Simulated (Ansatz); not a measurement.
This singlet lies 0.38 eV below the relaxed triplet at the level frozen-core CCSD(T)/cc-pVTZ // PBE0-D3(BJ)/def2-TZVP (Ansatz, a program for electronic structure).

Species: H6Si3, SMILES `[SiH3][Si][SiH3]` (lower singlet) (charge 0, multiplicity 1).

**Question.** Give a relaxed geometry from PBE0-D3(BJ)/def2-TZVP run with Ansatz.

**Answer.** the end point of this relaxation (outside a Z-matrix the atoms follow the SMILES, hydrogens last).
Cartesian coordinates (Å) in one orientation:
```xyz
9

Si    -1.594     0.323     0.168
Si    -0.432    -0.532    -1.706
Si     1.566    -0.357    -0.455
H     -3.046    -0.004     0.214
H     -1.009     0.068     1.515
H     -1.465     1.789    -0.119
H      2.814    -0.281    -1.264
H      1.627     0.690     0.605
H      1.540    -1.695     0.221
```
